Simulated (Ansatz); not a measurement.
Be₂Te₃, relaxed as a singlet with RKS PBE0-D4/def2-SVP in Ansatz, starting from the GFN1-xTB geometry. Force threshold 0.02 eV/Å.

In the def2 sets Te takes a core potential; there is no spin–orbit coupling. The structure comes from a short search, and lower isomers may exist.

Start:

```xyz
5

Be   -0.423    0.458    0.723
Be    1.612   -0.945   -1.516
Te   -0.136   -1.747   -0.154
Te   -0.187    0.572   -1.651
Te   -0.866    1.661    2.598
```

(1) Estimate the energy that the relaxation releases and the steps that it takes.

(2) Does the start keep its bonding and symmetry?

(3) Predict the relaxed structure.

Answers

(1) 3.31 eV, in 22 steps; 33 s on 4 threads of Arm Neoverse V2 on a shared host. No frequencies were taken in this run, so the end may be a saddle point.

(2) Bonds lost: Be1–Te4, Te3–Te4 (atoms count from 1). Bonds formed: Te4–Te5 (atoms count from 1). The end is the same structure that another start reached, the lowest one found. Point group Cs at the start, C2v at the end, both within 0.05 Å.

(3) 
```
atom   x (Å)   y (Å)   z (Å)
 Be1  -0.033  -0.412   1.246
 Be2   0.328  -0.573  -1.135
 Te3   0.689  -2.298   0.260
 Te4  -0.281   1.548  -1.573
 Te5  -0.703   1.735   1.203
```
Bond lengths (bridged metal pairs left out): 4 × Be–Te 2.25 Å; 1 × Te–Te 2.81 Å.
